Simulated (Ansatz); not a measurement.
`CO[SiH](N)N`. The species carries charge 0 and has multiplicity 1.

```tsv
atom	x (Å)	y (Å)	z (Å)
C1	-1.2802	-0.0547	1.6735
O2	-0.0361	-0.2592	1.0566
Si3	0.3514	0.2855	-0.4466
N4	2.0084	0.5598	-0.7065
N5	-0.1185	-0.9299	-1.5496
H6	-1.1390	-0.0353	2.7568
H7	-1.9793	-0.8653	1.4356
H8	-1.7386	0.8947	1.3689
H9	-0.3205	1.6102	-0.5857
H10	2.6464	-0.2168	-0.7708
H11	2.4571	1.3854	-0.3457
H12	-0.8923	-1.5399	-1.3484
H13	0.0411	-0.8344	-2.5381
```

Task: List the harmonic frequencies (cm⁻¹, unscaled) at PBE0-D4/def2-TZVP in Ansatz. (Best estimate.)

Result: Ansatz gave: 27, 101, 179, 218, 252, 272, 328, 364, 406, 416, 719, 764, 796, 841, 894, 926, 962, 1152, 1184, 1221, 1481, 1492, 1503, 1574, 1578, 2182, 3004, 3062, 3103, 3608, 3621, 3706, 3718.

Task: Is this a minimum?

Result: Yes, all 33 modes are real.

Task: Give the ideal-gas thermochemistry at 298.15 K and 1 bar (rigid rotor, harmonic oscillator; point group C1, symmetry number 1).

Result: Zero-point energy 273.1 kJ/mol; H(298) − E = 297.6 kJ/mol; entropy 371.6 J/(mol·K), of which translation 165.3, rotation 110.9, vibration 95.4; G(298) − E = 186.9 kJ/mol. Modes under 100 cm⁻¹ are hindered rotations or soft bends, so the harmonic entropy is rough.

Task: And at 400, 500, 600, 800 and 1000 K?

Result: 
```json
{"T (K)": "400", "H − E (kJ/mol)": "311.8", "S (J/mol/K)": "412.2", "G − E (kJ/mol)": "146.9"}
{"T (K)": "500", "H − E (kJ/mol)": "327.8", "S (J/mol/K)": "447.9", "G − E (kJ/mol)": "103.9"}
{"T (K)": "600", "H − E (kJ/mol)": "345.6", "S (J/mol/K)": "480.4", "G − E (kJ/mol)": "57.4"}
{"T (K)": "800", "H − E (kJ/mol)": "385.5", "S (J/mol/K)": "537.5", "G − E (kJ/mol)": "-44.5"}
{"T (K)": "1000", "H − E (kJ/mol)": "429.6", "S (J/mol/K)": "586.6", "G − E (kJ/mol)": "-157.0"}
```
